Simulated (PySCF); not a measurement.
Au(Me)(CNMe) (C3H6AuN), SMILES [CH3][Au]<-[C-]#[N+]C, multiplicity 1.

Geometry: PBE-D3(BJ)/def2-SVP. The spin state was assumed, not searched. The isomer is the one that the SMILES or the coordinates give; other isomers of the formula were not compared. The def2 effective core potentials stand for the cores of Au; spin–orbit coupling is left out.

Calculation: HF/def2-TZVP (PySCF).

Symmetry labels are those of the subgroup Cs that the program uses (full group C3v).

Computed valence orbital energies around the gap with their symmetry:
```csv
orbital,symmetry,energy (eV)
HOMO−7,A',-13.56
HOMO−6,A",-13.56
HOMO−5,A',-12.20
HOMO−4,A",-12.20
HOMO−3,A',-11.52
HOMO−2,A",-11.52
HOMO−1,A',-11.32
HOMO,A',-8.63
LUMO,A',2.15
LUMO+1,A",2.15
LUMO+2,A',2.68
LUMO+3,A',3.66
```
